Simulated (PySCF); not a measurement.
Be(Br)(SH) (BeBrHS), SMILES [SH][Be][Br]. Atoms are numbered in the order given.

```xyz
4

Be    -0.0285    -0.6466     0.0000
Br     0.0022     1.3111     0.0000
S     -0.0770    -2.5432     0.0000
H      1.2677    -2.6087     0.0000
```
Charge 0, spin multiplicity 1.

Geometry: PBE0-D3(BJ)/def2-TZVP. The values are those of a single conformer.

All values below come from TDDFT-B3LYP/def2-SVPD (PySCF).

Vertical excitations. Isolated molecule, no solvent. State labels are in the subgroup Cs.

```csv
state,symmetry,energy (eV),λ (nm),f,main pairs
S1,A",5.34,232,0.000,HOMO→LUMO 99 %
S2,A",5.88,211,0.030,HOMO→LUMO+1 98 %
S3,A',6.43,193,0.078,"HOMO→LUMO+2 77 %, HOMO−1→LUMO 13 %"
S4,A",6.52,190,0.000,HOMO−2→LUMO 97 %
S5,A',6.77,183,0.103,"HOMO−1→LUMO 64 %, HOMO−2→LUMO+2 19 %, HOMO→LUMO+2 10 %"
S6,A",6.84,181,0.011,HOMO→LUMO+3 78 %
S7,A',7.04,176,0.059,HOMO−1→LUMO+1 93 %
S8,A",7.04,176,0.000,HOMO−1→LUMO+2 99 %
S9,A",7.15,174,0.068,HOMO−2→LUMO+1 90 %
S10,A',7.20,172,0.008,HOMO−3→LUMO 87 %
T1,A",5.14,241,0,HOMO→LUMO 96 %
T2,A',5.56,223,0,HOMO→LUMO+2 97 %
T3,A",5.59,222,0,HOMO→LUMO+1 94 %
T4,A',6.12,203,0,HOMO−1→LUMO 93 %
```
Triplets are in the Tamm–Dancoff approximation, which puts them higher than full response would, so one can lie above its singlet here.
